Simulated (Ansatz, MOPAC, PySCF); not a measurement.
Donor–acceptor adduct: AlH3 (SMILES [AlH3]) (first 4 atoms) with CH2O (SMILES C=O); geometry from B3LYP-D3(BJ)/def2-TZVP, rigid monomers moved along the line of their centres of mass till Al1···O6 is 1.82 Å.
(charge 0, multiplicity 1):
```xyz
8

Al     0.15416     0.33257     0.90958
H      1.05861     1.63456     1.00343
H     -1.37151     0.45402     1.38497
H      0.49958    -0.77486    -0.17499
C      0.04795    -0.82724     3.33048
O      0.76031    -0.53324     2.39184
H     -1.02054    -0.57597     3.32418
H      0.47638    -1.34940     4.19379
```

Interaction energies are E(AB) − E(A) − E(B) at the monomers' geometry in the complex; basis-set methods are counterpoise corrected. Rows marked so take none.

Rows in 3-21G carry no dispersion term and start afresh at each structure. The state that PM3 reach isn't checked.

The values were computed with Ansatz (an electronic-structure program); MOPAC for PM3 (differences of heats of formation); PySCF for 3-21G rows. Each number belongs to the level named beside it.

Question: One of these levels gives -80.5 kJ/mol for the interaction energy. Which?
A) PBE0/def2-TZVPPD
B) B3LYP/3-21G (no counterpoise)
C) PM3
D) B3LYP/def2-TZVPPD

Answer: A, PBE0/def2-TZVPPD. The others give -174.4 (PM3), -112.8 (B3LYP/3-21G (no counterpoise)), -69.3 (B3LYP/def2-TZVPPD)
